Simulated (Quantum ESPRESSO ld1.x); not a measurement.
Al8+, configuration [He] 2s2 2p1.

Method: scalar-relativistic Kohn-Sham, LDA (Slater exchange, Perdew-Zunger correlation), spin-polarised, spherical densities, point nucleus; open shells are filled with parallel spins first; computed with ld1.x of Quantum ESPRESSO 7.5.

Energy parts (hartree):
part                     energy
total                 -203.3060
kinetic                203.8013
electron-nucleus      -434.8485
Hartree                 38.2587
exchange-correlation   -10.5175

Orbitals (lengths in bohr, moments of r in powers of bohr; r(max) is where P^2 peaks):
orbital  occ.  eigenvalue (hartree)    <r^2>      <r^4>  r(max)
1s up       1              -66.3903  0.01938  0.0009650   0.079
1s down     1              -66.2868  0.01931  0.0009582   0.079
2s up       1              -12.3293   0.3361     0.1908   0.454
2s down     1              -12.1396   0.3407     0.1965   0.454
2p up       1              -11.3051   0.2708     0.1424   0.369
2p down     0              -11.0820   0.2760     0.1485   0.372

The highest occupied level is 2p up at -307.63 eV. Summed over all electrons, <r^2> = 0.9862 bohr^2, which gives a Langevin (diamagnetic) susceptibility term of -0.781 x 10^-6 cm^3/mol. Spin moment in Bohr magnetons: 1.
